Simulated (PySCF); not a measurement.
Species: C₅H₃F₃.
SMILES with atom numbers: `[F:1][C@H:2]1[C:3]23[C@H:4]([F:5])[C:6]12[C@H:7]3[F:8]` (hydrogens: H9 on C2; H10 on C4; H11 on C7)

Geometry (GFN2-xTB, Å), atoms numbered from 1 in this order:
```xyz
11
C5H3F3 angstrom
F     -0.6559    1.5770    1.5581
C      0.2429    0.7514    0.9980
C     -0.2325   -0.5965    0.5024
C     -1.1571    0.0022   -0.5348
F     -1.5059   -0.7530   -1.5890
C      0.2335    0.5961   -0.5068
C      0.9158   -0.7532   -0.4702
F      2.1628   -0.8227    0.0231
H      1.1936    0.8182    1.5155
H     -1.9955    0.6071   -0.2072
H      0.8036   -1.4239   -1.3151
```

The closed-shell SCF was solved with PySCF and density fitting under several settings on one GFN2-xTB geometry (grid level 2 and gas phase unless stated).

| settings | basis functions | SCF cycles | E (Eh) | HOMO (eV) | LUMO (eV) | dipole (D) |
| --- | --- | --- | --- | --- | --- | --- |
| OLYP/pcSseg-1, energy threshold 1e-07 Eh | 151 | 8 | -491.5369 | -7.21 | -1.45 | 0.00 |
| PBE0/IGLO-II, start guess huckel | 194 | 13 | -491.3403 | -8.58 | -0.82 | 0.00 |
| OLYP/6-311G** | 162 | 14 | -491.7063 | -7.11 | -1.30 | 0.00 |

**Question.** Estimate the row for these settings: PBE0/def2-SVP.

**Answer.** 
| settings | basis functions | SCF cycles | E (Eh) | HOMO (eV) | LUMO (eV) | dipole (D) |
| --- | --- | --- | --- | --- | --- | --- |
| PBE0/def2-SVP | 127 | 13 | -490.8383 | -8.53 | -0.71 | 0.00 |

**Question.** Over all rows, what range does the HOMO–LUMO gap span?

**Answer.** From 5.76 eV (OLYP/pcSseg-1, energy threshold 1e-07 Eh) to 7.82 eV (PBE0/def2-SVP). The functional of the narrowest has no exact exchange, that of the widest 25 % exact exchange.

**Question.** Compare two rows with the functional OLYP: OLYP/6-311G** and OLYP/pcSseg-1, energy threshold 1e-07 Eh. Which energy is lower, and by how much?

**Answer.** OLYP/6-311G** (162 functions) lies 0.1694 Eh or 106 kcal/mol below OLYP/pcSseg-1, energy threshold 1e-07 Eh (151 functions).

Whole jobs, the steps after the SCF included, on an Arm Neoverse V2 with one thread, shared host:

```
                                settings                                                                                  work after the SCF  wall time  peak memory
OLYP/pcSseg-1, energy threshold 1e-07 Eh  shieldings, ring-centre shieldings, charges and field gradients, density and orbital grids written       20 s     0.61 GiB
        PBE0/IGLO-II, start guess huckel                        spin–spin couplings from 11 perturbed nuclei, spin–dipole term for 3 of them       39 s     0.83 GiB
                           OLYP/6-311G**                                     shieldings, ring-centre shieldings, charges and field gradients       22 s     0.62 GiB
                           PBE0/def2-SVP                                                                  shieldings, ring-centre shieldings       10 s     0.61 GiB
```

Cycle counts include a coarse-grid stage where the run had one. All basis functions are spherical, in the Pople sets too.
